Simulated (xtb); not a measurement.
Cd(Br)(OH) (BrCdHO), SMILES [OH][Cd][Br]. All values are semi-empirical tight-binding results from xtb (GFN2-xTB unless named), good for trends rather than for accurate numbers. Geometry optimised at GFN2-xTB. The values are those of a single conformer.

Optimised geometry:

Bonds (Å): Cd1–Br2 2.394, Cd1–O3 1.916, O3–H4 0.960. Bond angles (°): Br2–Cd1–O3 120.2, Cd1–O3–H4 120.0.
Charge 0, spin multiplicity 1.

For metal compounds this method's bond lengths and energies can be far off.

The orbital gap is 3.55 eV and the zero-point energy comes out as 7.6 kcal/mol. The G − E(el) at 298.15 K (modified RRHO) comes out as -11.6 kcal/mol.

Computed atomic charges and the Wiberg bond orders between heavy atoms:
charges (e) Cd1 0.42, Br2 -0.15, O3 -0.57, H4 0.30. Bond orders Cd1–Br2 1.05, Cd1–O3 0.89.
